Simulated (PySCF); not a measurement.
A GIAO shielding run with PySCF 2.14 (density fitting, non-relativistic, gas phase) on `[H]/N=C\C[SiH2]F`, C2H6FNSi:

```
$ OMP_NUM_THREADS=1 python probes_run.py task.json out

{"job": {"kind": "nmr", "xc": "BLYP", "basis": "pcSseg-2", "pop": false}, "charge": 0, "multiplicity": 1}
N     -1.804294     0.144295     1.297264
C     -1.250067     0.515243     0.218689
C     -0.384363    -0.290184    -0.701032
Si     1.436842     0.041269    -0.359489
F      2.323097    -0.716240    -1.494843
H     -1.612501    -0.849964     1.473417
H     -1.383165     1.574075    -0.069253
H     -0.568315    -1.370557    -0.576336
H     -0.578692    -0.026821    -1.754448
H      1.819428    -0.509308     0.969186
H      1.727770     1.499068    -0.440024
```

Hardware: 1 thread of an Arm Neoverse V1, shared host.

(1) How large is the calculation?

(2) How long does it take, and how much memory does it need?

(3) And these other runs on the same molecule and hardware: GIAO shielding at B3LYP/pcSseg-2; GIAO shielding at B97-D/pcSseg-2; GIAO shielding at BP86/pcSseg-2; GIAO shielding at HF/pcSseg-2; GIAO shielding at KT2/pcSseg-2; GIAO shielding at KT3/pcSseg-2?

Results:

(1) 48 electrons, 271 basis functions and 742 auxiliary functions.

(2) 43 s of wall time, with 16 SCF cycles; peak memory 0.82 GiB. Times on a shared host scatter by some tens of per cent.

(3) B3LYP/pcSseg-2: 271 functions, 28 s; B97-D/pcSseg-2: 271 functions, 41 s; BP86/pcSseg-2: 271 functions, 40 s; HF/pcSseg-2: 271 functions, 27 s; KT2/pcSseg-2: 271 functions, 43 s; KT3/pcSseg-2: 271 functions, 43 s.
